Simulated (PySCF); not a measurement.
## Converging SiBi⁺ in the basis (HF)

PySCF, UHF reference; triplet, unpaired electrons π ↑↑; De to Si + Bi⁺ without counterpoise correction.

```csv
basis,relativity,functions,Re (Å),ωe (cm⁻¹),De (eV),μ (D)
def2-SVP,scalar-relativistic core potentials,44,2.615,301,n/a,-4.72
cc-pV(D+d)Z/cc-pVDZ-PP,scalar-relativistic core potentials,46,2.613,302,n/a,-4.82
def2-SVPD,scalar-relativistic core potentials,56,2.616,304,n/a,-4.60
```

(1) How does each smaller set differ from the one with most functions, def2-SVPD?

A positive dipole points towards Bi; it is taken about the centre of mass and depends on that origin. These are scalar-relativistic numbers at best; spin–orbit coupling would shift them, the dissociation energy most. Hartree–Fock leaves out correlation, which carries a large part of most bond energies and some tenths to 1 eV of ionisation energies. The state is the lowest determinant that a PBE0 search found; another state may lie lower at other levels.

Results:

(1) def2-SVP: -0.1 pm, -1.0 % in ωe; cc-pV(D+d)Z/cc-pVDZ-PP: -0.3 pm, -0.7 % in ωe. All at HF; the set with most functions is neither the basis-set limit nor always the best.
